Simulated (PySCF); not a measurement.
C5H8S.

```xyz
14

C      2.5391     0.0478     1.2729
C      1.4244     0.2530     0.6209
C      0.3177     0.4612    -0.0572
C     -0.1874     1.8235    -0.4357
S     -0.5495    -0.9743    -0.6626
C     -2.1999    -0.7144     0.0324
H      2.5599     0.0138     2.3679
H      3.4876    -0.1047     0.7458
H     -1.1850     2.0101    -0.0068
H      0.4898     2.6085    -0.0720
H     -0.2783     1.9037    -1.5304
H     -2.1650    -0.6632     1.1303
H     -2.7943    -1.5909    -0.2624
H     -2.6860     0.1853    -0.3717
```

Geometry optimised at PBE0-D3(BJ)/def2-SVP. The values are those of a single conformer.

Method: PBE0/pcSseg-1 (PySCF). Non-relativistic, no solvent.

Problem. Give the absolute GIAO shielding of each atom: isotropic value and principal components (ppm). (Estimate from the structure and the level; the computed values follow.)

Solution. 
```csv
atom,σ(iso),σ11,σ22,σ33,span
C1,106.9,26.0,128.1,166.7,140.8
C2,-39.0,-77.4,-42.2,2.7,80.1
C3,80.7,4.1,91.5,146.5,142.4
C4,163.8,142.0,165.4,184.0,42.0
S5,498.6,367.1,413.1,715.7,348.7
C6,164.8,148.0,160.6,185.9,37.9
H7,26.3,24.0,24.9,30.0,6.0
H8,26.3,24.0,24.9,30.1,6.1
H9,29.1,24.4,29.1,33.9,9.5
H10,29.3,25.0,27.5,35.5,10.6
H11,29.5,25.6,27.6,35.5,9.8
H12,29.3,24.5,27.1,36.2,11.7
H13,29.5,24.9,26.3,37.2,12.3
H14,28.9,23.7,27.7,35.2,11.5
```
